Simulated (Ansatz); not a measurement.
Geometry optimisation, Ansatz 0.2.0, RKS PBE0/def2-SVP.

input.yaml

```yaml
crystal:
  periodic: [false, false, false]
  atoms:
    - { symbol: B, position_ang: [-1.3049, 0.8129, 0.0504] }
    - { symbol: Si, position_ang: [0.171, -0.2317, -0.4591] }
    - { symbol: B, position_ang: [0.8162, -1.1369, 1.1019] }
    - { symbol: O, position_ang: [1.4808, 0.7835, -1.1134] }
    - { symbol: H, position_ang: [-2.4041, 0.6503, -0.4752] }
    - { symbol: H, position_ang: [-1.2305, 1.7326, 0.8384] }
    - { symbol: H, position_ang: [-0.2079, -1.2222, -1.4563] }
    - { symbol: H, position_ang: [0.2609, -2.0305, 1.5281] }
    - { symbol: H, position_ang: [1.4471, -0.4788, 1.9507] }
    - { symbol: H, position_ang: [1.0546, 1.0698, -1.9625] }
basis:
  gaussian: { orbitals: def2-SVP }
hamiltonian:
  xc: pbe0
relax:
  f_tol: 0.015
  max_steps: 40
```

Run as:

```bash
$ ansatz run input.yaml --threads 1 --pin off --max-ram 2048MiB --backend cpu --events-out ev --progress --plain --runs-dir out
```

Question: Where does it end, and by what steps?

Answer: The run converged. The force dipped under the threshold on the way, but the program's further checks kept it going. After 15 steps the energy has fallen by 0.831 eV; H6 moved furthest, 1.19 Å.

```tsv
step	energy less start (eV)	largest force component (eV/Å)	accepted
0	0.0000	3.588	yes
1	-0.4870	1.477	yes
2	-0.6507	0.776	yes
3	-0.6887	0.289	yes
4	-0.7356	0.181	yes
5	-0.7723	0.175	yes
6	-0.7991	0.212	yes
7	-0.8194	0.087	yes
8	-0.8287	0.040	yes
9	-0.8025	0.561	no
10	-0.8306	0.017	yes
11	-0.8298	0.152	no
12	-0.8312	0.007	yes
13	-0.8314	0.039	yes
14	-0.8314	0.029	no
15	-0.8315	0.004	yes
```

```xyz
10
Properties=species:S:1:pos:R:3
B -1.441 0.889 -0.053
Si 0.242 -0.138 -0.439
B 0.781 -1.191 1.175
O 1.526 0.779 -1.016
H -2.403 0.298 0.382
H -1.558 2.078 -0.251
H -0.209 -1.154 -1.467
H -0.005 -1.990 1.631
H 1.846 -1.054 1.728
H 1.304 1.431 -1.687
```

Run time: 52 s on 1 thread of Arm Neoverse V2 (shared host), peak memory 0.18 GiB.
